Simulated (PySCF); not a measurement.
**`CC#C[Si@H]1P[Si@@H](F)P1`, C3H7FP2Si2**

Geometry (Å), atoms numbered from 1 in this order:
```xyz
15

C     3.679    0.783    0.244
C     2.367    0.228    0.017
C     1.274   -0.242   -0.181
Si   -0.418   -0.904   -0.460
P    -1.599   -0.956    1.499
Si   -2.993    0.402    0.355
F    -3.128    1.811    1.126
P    -1.721    0.671   -1.489
H     3.901    0.785    1.311
H     3.717    1.807   -0.128
H     4.429    0.187   -0.275
H    -0.398   -2.193   -1.164
H    -2.298   -2.115    1.202
H    -4.372   -0.028    0.180
H    -2.442   -0.228   -2.258
```

Method: TDDFT PBE0/def2-SVPD circular dichroism and optical rotation, one conformer, gas phase (PySCF). Geometry: GFN2-xTB.

Q: Draw the ECD and absorption spectra from the lowest 8 states, each a Gaussian of half-width 0.2 eV at 1/e height.

A: 
```
E (eV)  λ (nm)  Δε (L mol⁻¹ cm⁻¹)  ε (L mol⁻¹ cm⁻¹)
  4.00     310               0.00              0.94
  4.15     299              -0.01              22.8
  4.30     288              -0.06               181
  4.45     279              -0.16               497
  4.60     270              -0.14               676
  4.75     261              -0.06               910
  4.90     253              -0.02               832
  5.05     246              -0.01               317
  5.20     238              -0.01              91.5
  5.35     232              +0.11               494
  5.50     225              +1.19              2060
  5.65     219              +2.69              3210
  5.80     214              +1.83              2420
  5.95     208              +0.77              4300
```
Δε uses R in velocity form, ε uses f in length form. Only the states computed contribute, so the short-wavelength end is incomplete.
